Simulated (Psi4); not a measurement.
# NbCl5 (SMILES Cl[Nb](Cl)(Cl)(Cl)Cl): the vertical ionisation energy, rung by rung

NbCl5 has 6 atoms, charge 0, and is taken as a singlet. SMILES: `Cl[Nb](Cl)(Cl)(Cl)Cl`. The shape is that of a PBE0-D4/def2-TZVP optimisation.

Quantity: the vertical ionisation energy (to the doublet cation), in eV. The values are calculated.

| level | kind | program | value (eV) | CPU time (all runs) |
| --- | --- | --- | --- | --- |
| B3LYP/def2-TZVP (density fitting, core potential) | global hybrid | Psi4 | 10.83 | 3.4 min |
| wB97M-V/def2-TZVP (density fitting, core potential) | range-separated hybrid | Psi4 | 11.41 | 16 min |
| wB97X-V/def2-TZVP (density fitting, core potential) | range-separated hybrid | Psi4 | 11.50 | 8.4 min |
| B2PLYP/def2-TZVP (density fitting, core potential, density fitting for correlation) | double hybrid | Psi4 | 11.01 | 3.4 min |

Spin-orbit coupling, which can split open shells on such heavy atoms by tenths of an eV, is left out. The values span 10.83 to 11.50 eV. Times are those of the runs behind each value, whatever else they computed, on shared processors of several kinds: orders of magnitude only.
